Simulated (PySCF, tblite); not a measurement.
Species: C₅H₈Cl₂F (doublet state).
SMILES with atom numbers: `[CH3:1][C@H:2]([CH2:3][F:4])[C:5]([Cl:6])[CH2:7][Cl:8]` (hydrogens: H9, H10, H11 on C1; H12 on C2; H13, H14 on C3; H15, H16 on C7)

Structure used (GFN2-xTB), in Å, numbered top down from 1:
```xyz
16
C5H8Cl2F angstrom
C     -1.3015   -0.8555    1.0356
C     -0.3776    0.1355    0.3190
C     -1.1081    0.7368   -0.8989
F     -2.1900    1.4641   -0.4782
C      0.9045   -0.4953   -0.1008
Cl     0.8099   -1.8366   -1.1495
C      2.1861    0.1451    0.0511
Cl     2.4313    1.4669   -1.2813
H     -1.5357   -1.6955    0.3868
H     -0.8234   -1.2316    1.9359
H     -2.2266   -0.3561    1.3105
H     -0.1432    0.9615    0.9976
H     -1.4860   -0.0487   -1.5599
H     -0.4556    1.4203   -1.4496
H      2.2750    0.7152    0.9716
H      3.0334   -0.5171   -0.1013
```

Jobs on this species (16 atoms, 81 electrons) with PySCF (density fitting) and tblite. Hardware of each: an Arm Neoverse V2 with one thread, no GPU (shared host). Other jobs ran on the host; a repeat could differ by tens of per cent or more.

**Question.** Rank these jobs by wall time, shortest first.
A. GFN2-xTB; Hessian by finite differences
B. GFN2-xTB; L-BFGS relaxation
C. UKS B3LYP, pcH-1 on C Cl F H, non-relativistic, mean-field spin-orbit, GIAO; unrestricted SCF, g, hyperfine, density and orbital grids written; 300 basis functions

**Answer.** A (0.51 s), B (0.93 s), C (96 s).

All jobs:

```tsv
level and settings	work	basis functions	SCF cycles	wall time
GFN2-xTB	Hessian by finite differences	–	–	0.51 s
GFN2-xTB	L-BFGS relaxation	–	–	0.93 s
UKS B3LYP, pcH-1 on C Cl F H, non-relativistic, mean-field spin-orbit, GIAO	unrestricted SCF, g, hyperfine, density and orbital grids written	300	13	96 s
```

**Question.** What do all jobs in the table cost together?

**Answer.** About 97 s; the longest takes about 99 % of that, and about 190 times as long as the shortest.
